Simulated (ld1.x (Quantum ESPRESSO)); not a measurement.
**Before and after: TM potential for phosphorus (P)**

* Element: P
* Generator: ld1.x (Quantum ESPRESSO) 7.5
* Type: norm-conserving Troullier–Martins (Kleinman–Bylander form)
* Functional: BLYP
* Relativity: scalar-relativistic
* Frozen core: [Ne]
* Valence charge: 5
* Reference configuration: 3s2 3p2 (charge +1)
* Partial waves: 3p (bound): rc 1.80 bohr; 3d channel at 0.4 Ry: rc 1.90 bohr; 3s (bound): rc 1.35 bohr
* Local potential: the s channel
* Core correction: a·sin(br)/r model core, default radius (core density twice the valence density)

Change: reference 3s1 3p4.

Cutoffs: the cutoffs (Ry, on a coarse ladder) from which the occupation-weighted sum of valence levels, in a spherical-Bessel basis at the reference potential, stays within 10 and 1 mRy of its value at 400 Ry; they do not see the model core or the augmentation charge, which bear on the density cutoff. Errors are all-electron minus pseudo energies relative to the spin-unpolarised reference configuration.

Problem. What does the change do?

Solution. The potential gets softer (35 Ry and 70 Ry → 21 Ry and 50 Ry); neither file shows a bound ghost.

| quantity | base | changed |
| --- | --- | --- |
| cutoff, loose | 35 Ry | 21 Ry |
| cutoff, tight | 70 Ry | 50 Ry |
| bound ghosts | none | none |
| largest error over its own tests, meV | +53 | +71 |
| s: phases at 2.06 bohr within 0.05 rad from the reference energy up to (Ry; the scan ends near 5) | 2.7 | 3.4 |
| p: phases at 2.06 bohr within 0.05 rad from the reference energy up to (Ry; the scan ends near 5) | 3.3 | 4.0 |
| d: phases at 2.06 bohr within 0.05 rad from the reference energy up to (Ry; the scan ends near 5) | 4.5 | 5.0 |
